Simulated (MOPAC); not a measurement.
MOPAC input (PM6):

```
PM6 FORCE THERMO(298,298) PRECISE LET UHF MS=0.5 GEO-OK AUX(PRECISION=9) THREADS=1
CH3BF

B     0.04756737 1    0.05924210 1    0.52409490 1
F     1.14424900 1   -0.59909324 1    0.25125576 1
C    -1.07621574 1    0.50638345 1   -0.46333971 1
H    -2.04065124 1    0.18509904 1   -0.06508647 1
H    -0.94450115 1    0.10049760 1   -1.46594475 1
H    -1.07716928 1    1.59775125 1   -0.51172152 1
```

Output:

```
 *******************************************************************************
 **                                                                           **
 **                              MOPAC v23.2.5                                **
 **                                                                           **
 *******************************************************************************
 ** MOPAC's Digital Object Identifier: https://doi.org/10.5281/zenodo.6511958 **
 **                                                                           **
 ** Please cite the open-source release paper for use of this MOPAC version:  **
 ** J. E. Moussa and J. J. P. Stewart (2026)                                  **
 ** MOPAC: An open-source semiempirical molecular orbital program             **
 ** J. Open Source Softw., 11(119), 8025, https://doi.org/10.21105/joss.08025 **
 *******************************************************************************

                              PM6 CALCULATION RESULTS

 *******************************************************************************
 *  PM6        - The PM6 Hamiltonian to be used
 *  GEO-OK     - OVERRIDE INTERATOMIC DISTANCE AND OTHER SAFETY CHECKS
 *  UHF        - UNRESTRICTED HARTREE-FOCK CALCULATION
 *  MS=        - IN MECI, MAGNETIC COMPONENT OF SPIN =  0.5
 *  LET        - OVERRIDE SOME SAFETY CHECKS
 *  PRECISE    - TIGHTER CRITERIA TO BE USED
 *  FORCE      - FORCE CALCULATION SPECIFIED
 *  AUX        - OUTPUT AUXILIARY INFORMATION
 *  THERMO     - THERMODYNAMIC QUANTITIES TO BE CALCULATED
 *******************************************************************************
PM6 FORCE THERMO(298,298) PRECISE LET UHF MS=0.5 GEO-OK AUX(PRECISION=9) THREADS=1
 CH3BF

   ATOM   CHEMICAL          X               Y               Z
  NUMBER   SYMBOL      (ANGSTROMS)     (ANGSTROMS)     (ANGSTROMS)

     1       B          0.04756737  *   0.05924210  *   0.52409490  *
     2       F          1.14424900  *  -0.59909324  *   0.25125576  *
     3       C         -1.07621574  *   0.50638345  *  -0.46333971  *
     4       H         -2.04065124  *   0.18509904  *  -0.06508647  *
     5       H         -0.94450115  *   0.10049760  *  -1.46594475  *
     6       H         -1.07716928  *   1.59775125  *  -0.51172152  *

          CARTESIAN COORDINATES

    NO.       ATOM           X           Y           Z

     1         B          0.0476      0.0592      0.5241
     2         F          1.1442     -0.5991      0.2513
     3         C         -1.0762      0.5064     -0.4633
     4         H         -2.0407      0.1851     -0.0651
     5         H         -0.9445      0.1005     -1.4659
     6         H         -1.0772      1.5978     -0.5117

 General Reference for PM6:
 "Optimization of Parameters for Semiempirical Methods V: Modification of NDDO Approximations
 and Application to 70 Elements", J. J. P. Stewart, J. Mol. Mod., 13, 1173-1213 (2007)
 URL: https://link.springer.com/article/10.1007/s00894-007-0233-4

           Empirical Formula: C H3 B F  =     6 atoms

      MOLECULAR POINT GROUP   :   C1

          UHF CALCULATION, NO. OF ALPHA ELECTRONS =    9
[...]
 TRAVEL (Ang.)       0.3357         C 3 -- H 4          +8.0% ( 25.3%)     25.0%
 REDUCED MASS        0.4870         B 1 -- C 3          +6.3% ( 22.4%)     15.3%
 EFFECTIVE MASS      1.8132
 FORCE CONSTANT      0.4331

 VIBRATION          8    8A          ATOM PAIR     ENERGY CONTRIBUTION    RADIAL
 FREQUENCY          1236.85         C 3 -- H 4         +38.9% ( 61.4%)      0.8%
 TRANSITION DIPOLE   0.8352         C 3 -- H 5         +30.4% ( 54.3%)      7.3%
 TRAVEL (Ang.)       0.3227         C 3 -- H 6         +16.5% ( 39.9%)      0.6%
 REDUCED MASS        0.5235         B 1 -- C 3          +9.4% ( 30.2%)     40.8%
 EFFECTIVE MASS      2.7214
 FORCE CONSTANT      0.4718

 VIBRATION          9    9A          ATOM PAIR     ENERGY CONTRIBUTION    RADIAL
 FREQUENCY          1379.31         B 1 -- F 2         +50.1% ( 90.9%)     96.3%
 TRANSITION DIPOLE   4.9435         B 1 -- C 3         +40.2% ( 81.4%)     81.2%
 TRAVEL (Ang.)       0.0903         C 3 -- H 5          +3.4% ( 23.8%)      6.4%
 REDUCED MASS        5.9929         C 3 -- H 6          +3.1% ( 22.7%)      7.7%
 EFFECTIVE MASS     12.3012
 FORCE CONSTANT      6.7175

 VIBRATION         10   10A          ATOM PAIR     ENERGY CONTRIBUTION    RADIAL
 FREQUENCY          2693.78         C 3 -- H 6         +57.4% ( 78.0%)     98.6%
 TRANSITION DIPOLE   0.7807         C 3 -- H 4         +39.8% ( 64.9%)     96.0%
 TRAVEL (Ang.)       0.2219         C 3 -- H 5          +1.9% ( 14.3%)     25.0%
 REDUCED MASS        0.5086         B 1 -- C 3          +0.8% (  9.4%)      0.0%
 EFFECTIVE MASS      1.4680
 FORCE CONSTANT      2.1744

 VIBRATION         11   11A          ATOM PAIR     ENERGY CONTRIBUTION    RADIAL
 FREQUENCY          2700.02         C 3 -- H 5         +65.5% ( 83.4%)     99.3%
 TRANSITION DIPOLE   0.7644         C 3 -- H 4         +24.4% ( 50.8%)     90.8%
 TRAVEL (Ang.)       0.2187         C 3 -- H 6          +9.2% ( 31.2%)     72.7%
 REDUCED MASS        0.5223         B 1 -- C 3          +0.9% ( 10.0%)      0.5%
 EFFECTIVE MASS      1.4897
 FORCE CONSTANT      2.2432

 VIBRATION         12   12A          ATOM PAIR     ENERGY CONTRIBUTION    RADIAL
 FREQUENCY          2774.98         C 3 -- H 4         +35.4% ( 57.3%)     97.0%
 TRANSITION DIPOLE   0.6673         C 3 -- H 6         +32.8% ( 55.1%)     96.6%
 TRAVEL (Ang.)       0.2722         C 3 -- H 5         +31.6% ( 54.1%)     96.5%
 REDUCED MASS        0.3279         B 1 -- C 3          +0.2% (  4.2%)     99.4%
 EFFECTIVE MASS      1.1145
 FORCE CONSTANT      1.4875

      SYMMETRY NUMBER FOR POINT-GROUP C1  =  1

          SYSTEM IS A GROUND STATE

 CH3BF

          MOLECULE IS NOT LINEAR

          THERE ARE 12 GENUINE VIBRATIONS IN THIS SYSTEM
          THIS THERMODYNAMICS CALCULATION IS LIMITED TO
          MOLECULES WHICH HAVE NO INTERNAL ROTATIONS

                    CALCULATED THERMODYNAMIC PROPERTIES
                                          *
   TEMP. (K)   PARTITION FUNCTION   H.O.F.    ENTHALPY  HEAT CAPACITY ENTROPY
                                   KCAL/MOL   CAL/MOLE    CAL/K/MOL  CAL/K/MOL

 298.00  VIB.     0.2428D+02                   985.0449     6.1580     9.6438
         ROT.     0.1203D+05                   888.2803     2.9808    21.6510
         INT.     0.2921D+06                  1873.3252     9.1388    31.2948
         TRA.     0.2903D+27                  1480.4672     4.9680    37.3251
         TOT.                      -52.337    3353.7924    14.1068    68.6199

   *: NOTE: HEATS OF FORMATION ARE RELATIVE TO THE
            ELEMENTS IN THEIR STANDARD STATE AT 298K
              (=  Standard Enthalpy of Formation).

            Hvib:  Zero-point energy is not included.
                   frequencies of less than zero cm-1 are not included.
            Hrot = (3/2)RT
            Htra = (3/2)RT + pV = (5/2)RT

            Heat capacity is Cp, not Cv

          For more information, see: HTTP://OpenMOPAC.net/Manual/thermochemistry.html

           FORCE CONSTANT IN CARTESIAN COORDINATES (Millidynes/A)

    ATOM   CHEMICAL       X               Y               Z
   NUMBER   SYMBOL  FORCE CONSTANT  FORCE CONSTANT  FORCE CONSTANT

      1       B        8.147050        3.520804        0.219124
      2       F        6.623080        0.340773        0.000058
      3       C        6.007834        6.345419        5.529959
      4       H        2.127343        0.530921        2.450524
      5       H        1.332815        3.256765        0.567125
      6       H        1.382009        0.478654        3.216322

 **********************
 *                    *
 * JOB ENDED NORMALLY *
 *                    *
 **********************

 == MOPAC DONE ==
```
